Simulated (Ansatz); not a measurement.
Geometry optimisation, RKS BHLYP/def2-SVP (Ansatz 0.2.0).

Input:

```yaml
crystal:
  periodic: [false, false, false]
  atoms:
    - { symbol: Ga, position_ang: [-1.9485, -0.4437, 0.0517] }
    - { symbol: Cl, position_ang: [-0.6851, -2.3524, 1.3127] }
    - { symbol: H, position_ang: [-2.3933, -0.8502, -1.373] }
    - { symbol: H, position_ang: [-2.6946, 0.4747, 1.0459] }
    - { symbol: H, position_ang: [0.2284, -1.0261, 0.6198] }
    - { symbol: O, position_ang: [0.1813, 0.0883, 0.0111] }
    - { symbol: Si, position_ang: [1.5701, 0.8776, -0.3496] }
    - { symbol: H, position_ang: [2.3295, 0.9494, 0.8983] }
    - { symbol: H, position_ang: [2.2546, 0.0903, -1.3769] }
    - { symbol: H, position_ang: [1.1576, 2.1922, -0.84] }
basis:
  gaussian: { orbitals: def2-SVP }
hamiltonian:
  xc: { name: BHLYP }
relax:
  f_tol: 0.15
  max_steps: 25
  restrain:
    - { distance: [0, 5], at: 3.18, k: 30.0 }
    - { distance: [4, 1], at: 2.63, k: 30.0 }
    - { distance: [0, 1], at: 2.24, k: 30.0 }
    - { distance: [4, 5], at: 0.97, k: 30.0 }
```

Run as:

```bash
$ ansatz run input.yaml --threads 2 --pin off --max-ram 3072MiB --backend cpu --events-out ev --progress --plain --runs-dir out
```

**Question.** Where does it end, and by what steps?

**Answer.** The run converged. The restraints hold the end off the free minimum. After 7 steps the energy has fallen by 0.891 eV (the restraints' own energy left out); Ga1 moved furthest, 0.70 Å. Joined: H5–O6 (1.27 → 0.96 Å).

```json
{"step": "0", "energy less start (eV)": "0.0000", "largest force component (eV/Å)": "3.926", "accepted": "yes"}
{"step": "1", "energy less start (eV)": "-0.2000", "largest force component (eV/Å)": "5.127", "accepted": "yes"}
{"step": "2", "energy less start (eV)": "-0.1865", "largest force component (eV/Å)": "5.435", "accepted": "yes"}
{"step": "3", "energy less start (eV)": "-0.1679", "largest force component (eV/Å)": "4.632", "accepted": "yes"}
{"step": "4", "energy less start (eV)": "-0.6402", "largest force component (eV/Å)": "1.438", "accepted": "yes"}
{"step": "5", "energy less start (eV)": "-0.8717", "largest force component (eV/Å)": "0.775", "accepted": "yes"}
{"step": "6", "energy less start (eV)": "-0.8643", "largest force component (eV/Å)": "0.596", "accepted": "yes"}
{"step": "7", "energy less start (eV)": "-0.8905", "largest force component (eV/Å)": "0.593", "accepted": "yes"}
```

```xyz
10
Properties=species:S:1:pos:R:3
Ga -2.526 -0.805 0.203
Cl -1.339 -2.398 1.198
H -2.750 -1.036 -1.312
H -3.072 0.280 1.164
H 0.610 -0.762 0.542
O 0.514 0.084 0.095
Si 1.851 0.953 -0.365
H 2.748 1.203 0.787
H 2.622 0.249 -1.416
H 1.342 2.233 -0.895
```

The run took 10 s on 2 threads of AMD EPYC 9R45 96-Core Processor (Zen 5), with other jobs on the host, peak memory 0.3 GiB.
